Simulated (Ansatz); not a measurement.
Cartesian coordinates in Å:
```
N -0.711 0.310 -1.433
Ge 0.557 -0.343 -0.325
B 0.783 0.326 1.598
O -0.200 -0.493 1.639
H -1.451 -0.284 -1.768
H -1.002 1.270 -1.350
H 0.611 -1.845 -0.656
H 1.413 1.059 2.295
```

Total charge 0; spin multiplicity 1.

(1) List the r2SCAN/def2-TZVPP orbital energies in eV (Ansatz 0.2.0). (Best estimate.)

## Answers

(1) Ansatz gave: Occupied: -10834.45, -1349.51, -1199.61, -1199.54, -1199.52, -515.86, -385.25, -181.38, -167.70, -117.55, -117.35, -117.27, -30.82, -30.72, -30.68, -30.60, -30.51, -26.03, -22.21, -13.99, -12.74, -11.99, -10.74, -9.99, -9.51, -8.60, -6.88, -5.91. Lowest empty: -1.54, -1.28, 0.48, 0.90, 2.18, 2.38, 2.90, 3.23.
